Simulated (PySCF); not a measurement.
## Calculated data, CH6BGeO, AlBGeH5O, GeH4O2Si, AlBGeH5N and others

Computed with PySCF 2.14.0. Calculation on a computer-drawn molecule: optimised geometry and harmonic frequencies of an isolated molecule of the commonest isotopes, restricted reference for singlets and unrestricted otherwise, frozen core in MP2; on germanium a core potential holds 10 electrons, which the energies leave out, and 3d is frozen in MP2 and coupled-cluster steps.

Common to all runs: method HF; basis and core potential on germanium cc-pVDZ-PP ECP10MDF.

(1) CH6BGeO

Start structure:
```xyz
10
CH6BGeO
O      0.0936     1.4665     0.9555
B     -0.2511     0.3504     0.4712
C     -0.6047    -0.9198    -0.2056
Ge    -0.3416    -0.8387    -2.2058
H      0.3407     2.2592     1.3133
H     -1.6579    -1.1672    -0.0741
H     -0.0372    -1.7908     0.1473
H     -0.7044    -2.1584    -2.6920
H     -1.1245     0.2915    -2.7518
H      1.0847    -0.5387    -2.4839
```

- charge: 1
- multiplicity: 1
- basis: cc-pVDZ
- rotational constants: 15.5, 1.77, 1.638 GHz
- total energy: -434.0835 hartree
- convergence status largest gradient component: 2.054e-05 hartree/bohr

Drawn bonds:
```csv
atom,other atom,order
1,2,1
2,3,1
3,4,1
1,5,1
3,6,1
3,7,1
4,8,1
4,9,1
4,10,1
```

Optimised structure:
```xyz
10
CH6BGeO
O      0.1596     1.5762     0.7867
B     -0.1969     0.4456     0.3854
C     -0.5813    -0.8405    -0.2303
Ge    -0.3249    -0.8668    -2.2771
H      0.1814     1.9596     1.6601
H     -1.6388    -1.0426    -0.0353
H      0.0330    -1.6466     0.1821
H     -0.7816    -2.2598    -2.6595
H     -1.2076     0.2437    -2.8225
H      1.1547    -0.6148    -2.5155
```

Modes:
```csv
frequency (cm⁻¹),reduced mass (dalton)
87.53,1.135
104.3,6.09
239.5,1.077
365.7,2.322
400.4,4.552
522.9,1.111
527.5,1.864
598.8,1.159
742.8,1.929
805.1,1.549
882.6,1.717
925.7,1.314
951.1,1.023
952.9,1.022
1078,1.151
1092,1.565
1477,1.123
1864,9.093
2292,1.025
2292,1.014
2314,1.021
3197,1.057
3268,1.104
4047,1.071
```

(2) AlBGeH5O

Start structure:
```xyz
9
AlBGeH5O
O     -1.2787    -2.4775    -1.1762
B     -0.7719    -2.0417     0.0721
Al    -2.0512    -0.8104    -0.8905
Ge     0.4959    -2.9905     1.3359
H     -0.9356    -3.3390    -1.6043
H     -3.0091    -0.1015    -1.9031
H     -0.1047    -3.2466     2.5818
H      1.6928    -2.1721     1.5120
H      0.8930    -4.3118     0.6768
```

* charge: 1
* multiplicity: 1
* basis: cc-pV(D+d)Z
* rotational constants: 5.57, 1.482, 1.188 GHz
* total energy: -637.5203 hartree
* convergence status largest gradient component: 3.487e-05 hartree/bohr

Drawn bonds:
```csv
atom,other atom,order
1,2,1
2,3,1
2,4,1
1,5,1
3,6,1
4,7,1
4,8,1
4,9,1
```

Optimised structure:
```xyz
9
AlBGeH5O
O     -1.0541    -3.2285    -1.5846
B     -0.8272    -2.5055    -0.4965
Al    -2.0305    -0.6176    -0.6971
Ge     0.3859    -2.8941     1.1835
H     -0.6090    -4.0684    -1.6481
H     -2.8732     0.6851    -0.8566
H     -0.5343    -2.8801     2.4033
H      1.3868    -1.7436     1.2799
H      1.0861    -4.2385     1.0206
```

Modes:
```csv
frequency (cm⁻¹),reduced mass (dalton)
63.24,1.065
101,4.226
217.6,3.314
255.6,1.879
303.9,6.33
386.1,1.479
393.4,1.159
535.8,1.434
602.2,1.552
679,3.087
715.5,1.203
883.9,1.038
950,1.021
955.8,1.019
1148,1.253
1424,11.07
2093,1.047
2241,1.024
2248,1.016
2260,1.02
4053,1.066
```

(3) GeH4O2Si

Start structure:
```xyz
8
GeH4O2Si
O      1.1462     2.4638     0.9715
Si     0.5629     0.9023     0.6835
Ge    -1.2262     1.7789    -0.7425
O     -2.0423     0.3239    -1.3598
H      1.8746     2.5450     1.5695
H      0.2588     0.3283     1.9966
H      1.7027     0.1357     0.1728
H     -1.8763    -0.5721    -1.0719
```

* charge: 0
* multiplicity: 1
* basis: cc-pV(D+d)Z
* rotational constants: 8.091, 1.752, 1.501 GHz
* total energy: -734.4146 hartree
* convergence status largest gradient component: 2.253e-05 hartree/bohr

Drawn bonds:
```csv
atom,other atom,order
1,2,1
2,3,1
3,4,1
1,5,1
2,6,1
2,7,1
4,8,1
```

Optimised structure:
```xyz
8
GeH4O2Si
O      1.3393     2.4589     0.9661
Si     0.4329     1.0813     0.7572
Ge    -1.6363     1.7507    -0.4991
O     -1.9069     0.1968    -1.3443
H      2.1430     2.4096     1.4622
H      0.0947     0.4800     2.0791
H      1.2224     0.0406     0.0359
H     -1.2888    -0.5121    -1.2375
```

Modes:
```csv
frequency (cm⁻¹),reduced mass (dalton)
20.1,4.599
105.9,5.988
198.5,4.644
251,1.179
326.8,3.636
433.5,1.352
521.1,1.15
712,12.06
786.6,1.136
818.6,1.087
867.4,5.059
898.8,1.145
994.4,1.311
1038,1.06
2237,1.047
2248,1.033
4148,1.068
4162,1.067
```

(4) AlBGeH5N

Start structure:
```xyz
9
AlBGeH5N
Al    -2.1115     0.2812    -3.3854
N     -0.7387    -1.0222    -3.1930
B      0.3459    -0.6043    -2.4975
Ge     0.4067     1.2928    -1.8010
H     -0.8669    -1.9323    -3.5206
H      1.2434    -1.3492    -2.3438
H      1.6102     1.7548    -1.0324
H      0.2012     2.4071    -2.8266
H     -0.6948     1.6581    -0.8220
```

* charge: 0
* multiplicity: 1
* basis: cc-pV(D+d)Z
* rotational constants: 8.351, 1.487, 1.282 GHz
* total energy: -617.3824 hartree
* convergence status largest gradient component: 1.843e-05 hartree/bohr

Drawn bonds:
```csv
atom,other atom,order
1,2,1
2,3,1
3,4,1
2,5,1
3,6,1
4,7,1
4,8,1
4,9,1
```

Optimised structure:
```xyz
9
AlBGeH5N
Al    -1.8824     0.1157    -4.3759
N     -0.7439    -0.9304    -3.3601
B      0.1430    -0.5745    -2.3286
Ge     0.3955     1.3993    -1.6489
H     -0.7380    -1.9212    -3.5576
H      0.8081    -1.4211    -1.7842
H      1.8502     1.8681    -1.8184
H     -0.4887     2.4250    -2.3934
H      0.0517     1.5250    -0.1554
```

Modes:
```csv
frequency (cm⁻¹),reduced mass (dalton)
87.87,1.077
98.38,12.68
180.3,2.862
242.8,2.915
442.1,1.051
452.7,2.438
617.5,3.682
662.4,2.232
691.7,1.254
907.9,1.046
941.4,1.234
970.4,1.021
979.3,1.105
1086,1.068
1334,1.567
1365,4.114
2150,1.022
2184,1.023
2201,1.014
2647,1.093
3701,1.073
```

(5) CH5BGeN

Start structure:
```xyz
9
CH5BGeN
B     -1.1049     0.2155     1.1825
N     -0.6331    -0.8823     1.6784
C     -0.1976    -2.1180     1.0963
Ge     0.5324    -3.4779     2.0898
H     -1.5377     1.2365     0.7798
H     -0.4829    -0.9275     2.7022
H     -0.2462    -2.1767    -0.0042
H      0.6889    -3.3984     3.5955
H      0.9538    -4.7466     1.3889
```

- charge: 1
- multiplicity: 1
- basis: cc-pVDZ
- rotational constants: 40.35, 1.923, 1.835 GHz
- total energy: -412.9677 hartree
- convergence status largest gradient component: 1.593e-05 hartree/bohr

Drawn bonds:
```csv
atom,other atom,order
1,2,1
2,3,1
3,4,2
1,5,1
2,6,1
3,7,1
4,8,1
4,9,1
```

Optimised structure:
```xyz
9
CH5BGeN
B     -1.0952     0.1851     1.1656
N     -0.5954    -0.8730     1.7576
C     -0.1520    -2.1148     1.1690
Ge     0.5224    -3.4968     2.0575
H     -1.5424     1.1367     0.6541
H     -0.5113    -0.8056     2.7636
H     -0.2662    -2.1419     0.0951
H      0.6763    -3.4457     3.5604
H      0.9364    -4.7194     1.2863
```

Modes:
```csv
frequency (cm⁻¹),reduced mass (dalton)
91.74,2.743
195.3,2.534
309.2,3.099
429.6,1.396
522.5,1.084
564.8,1.429
681.8,1.277
756.5,1.877
759.4,1.531
775.1,1.107
899,1.41
922.2,1.435
1137,4.338
1311,1.162
1473,1.421
1690,3.728
2325,1.018
2366,1.023
3005,1.146
3379,1.09
3700,1.074
```

(6) B3GeH6

Start structure:
```xyz
10
B3GeH6
B     -1.3832    -0.5625    -1.7441
Ge     0.4682    -0.2932    -1.4138
B      0.6611     0.8671     0.3533
B      1.3284    -2.0786    -0.9581
H     -2.4971    -0.8052    -1.9885
H      0.9931     0.3945    -2.5988
H      1.3623     1.6926     0.2731
H      0.0235     0.4744     1.2218
H      2.3462    -2.3106    -1.4499
H      0.8658    -2.7680    -0.1600
```

* charge: 1
* multiplicity: 1
* basis: cc-pVDZ
* rotational constants: 5.304, 4.611, 2.96 GHz
* total energy: -370.5416 hartree
* convergence status largest gradient component: 3.029e-05 hartree/bohr

Drawn bonds:
```csv
atom,other atom,order
1,2,1
2,3,1
2,4,1
1,5,1
2,6,1
3,7,1
3,8,1
4,9,1
4,10,1
```

Optimised structure:
```xyz
10
B3GeH6
B     -1.5195    -0.6798    -1.6292
Ge     0.5326    -0.3208    -1.2817
B      0.6451     1.0132     0.3446
B      1.4467    -2.2051    -1.0579
H     -2.6722    -0.8849    -1.8165
H      0.8805     0.3477    -2.6150
H      1.7177     1.4845     0.5544
H     -0.3054     1.2617     1.0171
H      2.6368    -2.2069    -1.0615
H      0.8061    -3.1990    -0.9193
```

Modes:
```csv
frequency (cm⁻¹),reduced mass (dalton)
94.78,1.776
131,1.625
146.3,2.798
151.2,1.384
171.1,1.426
470.5,4.19
519,4.279
530.7,1.717
538.9,1.201
552.8,1.791
660.5,1.175
744.4,1.279
776.8,1.298
815,1.208
951.7,1.292
977.9,1.342
1226,1.113
1238,1.116
2219,1.02
2734,1.045
2736,1.046
2857,1.134
2857,1.134
2883,1.099
```

(7) B2ClGeH4

Start structure:
```xyz
8
B2ClGeH4
B     -1.0231     0.0248     0.4274
Ge    -1.4917     0.2105    -1.4713
B     -0.3050     0.2989    -3.0356
Cl     1.3515     0.4971    -2.7503
H     -1.9208    -0.1275     1.2349
H      0.0450     0.0953     0.8032
H     -2.9941     0.0024    -1.8638
H     -0.5315     0.3842    -4.1984
```

- charge: 0
- multiplicity: 2
- basis: cc-pV(D+d)Z
- rotational constants: 7.924, 1.647, 1.363 GHz
- total energy: -804.5649 hartree
- spin squared: 0.7601
- convergence status largest gradient component: 1.721e-05 hartree/bohr

Drawn bonds:
```csv
atom,other atom,order
1,2,1
2,3,1
3,4,1
1,5,1
1,6,1
2,7,1
3,8,1
```

Optimised structure:
```xyz
8
B2ClGeH4
B     -1.0639     0.0260     0.4681
Ge    -1.5652     0.1184    -1.4988
B     -0.2532     0.3483    -3.0555
Cl     1.4803     0.4860    -2.7534
H     -1.9123    -0.1105     1.3006
H      0.0852     0.1089     0.7884
H     -3.0363     0.0124    -1.9085
H     -0.6042     0.3962    -4.1947
```

Modes:
```csv
frequency (cm⁻¹),reduced mass (dalton)
100.7,3.991
103.2,2.966
196.2,1.061
230.6,8.362
338.7,1.022
545.7,2.884
590.1,4.709
657.7,1.376
729.6,1.416
813.4,1.205
863.8,3.318
917.2,1.278
1113,1.323
1250,1.145
2220,1.02
2697,1.049
2764,1.093
2794,1.13
```

(8) AlBGeH4N

Start structure:
```xyz
8
AlBGeH4N
B     -0.7793     0.0486    -0.1500
Ge     0.7476     0.8243     0.8568
N      2.2059    -0.1026     1.2307
Al     3.9488     0.0098     1.2017
H     -1.8554     0.5022     0.1144
H     -0.6010    -0.8471    -0.8852
H      0.6898     2.1427     1.7528
H      5.4001     0.2824     1.3287
```

- charge: 0
- multiplicity: 2
- basis: cc-pV(D+d)Z
- spin squared: ?
- total energy: ?
- rotational constants: ?

Drawn bonds:
```csv
atom,other atom,order
1,2,1
2,3,1
3,4,2
1,5,1
1,6,1
2,7,1
4,8,1
```

**Q.** AlBGeH4N (entry 8): spin squared?
**A.** 0.7576

**Q.** What total energy does the calculation give for AlBGeH4N (entry 8)?
**A.** -616.6769 hartree

**Q.** Estimate the rotational constants of AlBGeH4N (entry 8).
**A.** 15.77, 1.585, 1.44 GHz

Further results for AlBGeH4N (entry 8):

- convergence status largest gradient component: 1.088e-05 hartree/bohr

Optimised structure:
```xyz
8
AlBGeH4N
B     -0.6952    -0.0064    -0.0902
Ge     0.6412     0.9423     1.0044
N      2.3725     0.5709     1.1410
Al     3.9232     0.0936     1.1478
H     -1.8298     0.3829    -0.0627
H     -0.3701    -0.9462    -0.7612
H      0.2998     2.1526     1.8878
H      5.4149    -0.3293     1.1830
```

Modes:
```csv
frequency (cm⁻¹),reduced mass (dalton)
70.11,4.108
115.7,4.035
221.6,3.974
261,1.378
437.4,1.045
464,1.12
469.4,1.47
476.1,3.758
668.9,2.731
677.6,1.539
813.3,1.234
860.6,1.092
1223,1.164
1334,12.35
2121,1.053
2190,1.02
2664,1.048
2757,1.13
```
